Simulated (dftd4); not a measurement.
AlCl₂, doublet, geometry from GFN2-xTB (such geometries of metal compounds can be far from the true shape); dftd4 with D4 for tpssh.

Here is a job for dftd4.
```
$ dftd4 mol.xyz --func tpssh --charge 0 --json dftd4.json --noedisp --property

# file mol.xyz
3

Al     0.00160221     0.63542259     0.02351302
Cl     1.85128917    -0.24859337     0.01717242
Cl    -1.85251440    -0.23731802    -0.03515296
```

Predict the main parts of the log of this dftd4 run.


```
                    ____  _____ _____     ____  _  _
      -------------|  _ \|  ___|_   _|---|  _ \| || |------------
     |             | | | | |_    | | ___ | | | | || |_           |
     |             | |_| |  _|   | ||___|| |_| |__   _|          |
     |             |____/|_|     |_|     |____/   |_|            |
     |             ===================================           |
     |            E. Caldeweyher, S. Ehlert & S. Grimme          |
     |          Mulliken Center for Theoretical Chemistry        |
     |                    University of Bonn                     |
      -----------------------------------------------------------

Rational (Becke-Johnson) damping: tpssh-D4-ATM
---------------------
  s6         1.0000
  s8         1.8590
  s9         1.0000
  a1         0.4429
  a2         4.6023
 alp        16.0000
--------------------

Atomic data, radii in Ångström:
------------------------------------------------------
   Z          R(cov)      r4/r2   hardness         EN
------------------------------------------------------
  13 Al       1.5067     2.9910     0.2635     1.6100
  17 Cl       1.3200     1.9735     0.4312     3.1600
------------------------------------------------------

Atomic reference systems (in atomic units):
----------------------------------------------------------------------------
   Z        #      CN     q+Z       C6(AA)   #      CN     q+Z       C6(AA)
----------------------------------------------------------------------------
  13 Al     1  0.0000 13.0000     552.5530   2  0.8657 13.0371     439.2396
            3  1.7326 13.0508     252.6789   4  2.6154 13.0529     148.1048
  17 Cl     1  0.0000 17.0000      92.6806   2  0.8444 16.8495     101.8771
----------------------------------------------------------------------------

Atomic properties (in atomic units):
----------------------------------------------------------------------------
     #    Z              CN          q      C6(AA)        C8(AA)   alpha(0)
----------------------------------------------------------------------------
     1   13 Al       1.5375     0.3533    246.3926    23614.5065    37.0130
     2   17 Cl       0.7687    -0.1767    102.5540     4278.9194    15.4788
     3   17 Cl       0.7687    -0.1767    102.5540     4278.9194    15.4788
----------------------------------------------------------------------------

Molecular properties (in atomic units):
----------------------------------------
 molecular C6                1247.9740
 molecular C8               78125.9190
----------------------------------------

Dispersion energy:      -3.7135647318103E-03 Eh

[Info] JSON dump of results written to 'dftd4.json'
```
